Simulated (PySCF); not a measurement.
C7H2F4N2O2. Atoms are numbered in the order given.

```xyz
17

F     -1.8435    -4.1281     0.0000
C     -0.6888    -3.5190     0.0000
C      0.5936    -3.9937     0.0000
C      1.4118    -2.8211     0.0000
C      0.5570    -1.7458     0.0000
C      0.7987    -0.3306     0.0000
N      1.9504     0.2841     0.0000
N      1.6700     1.6345     0.0000
C      0.3842     1.7392     0.0000
C     -0.4620     2.9821     0.0000
F     -1.2529     3.0131     1.0816
F     -1.2529     3.0131    -1.0816
F      0.3063     4.0651     0.0000
O     -0.2454     0.5389     0.0000
O     -0.7447    -2.1848     0.0000
H      0.9009    -5.0352     0.0000
H      2.4974    -2.7634     0.0000
```

Geometry optimised at B3LYP-D3(BJ)/def2-SVP. The structure was generated by enumeration, and PubChem lists no compound with its InChIKey, so it may never have been made. Other conformers were not sampled.

The numbers are results of ωB97X/def2-SVP (PySCF), not measurements.

```yaml
total_energy: -926.29691 hartree
point_group: Cs
highest_occupied_level: -9.24 eV
lowest_empty_level: 0.09 eV
orbital_gap: 9.33 eV
dipole_moment: 3.63 D
quadrupole, principal values (traceless, Buckingham form, about the centre of nuclear charge): -15.26, 0.45, 14.81 D·Å
mean_static_polarisability: 89.5 bohr³ (13.26 Å³)
polarisability_principal_values: 46.5, 82.9, 139.2 bohr³
```
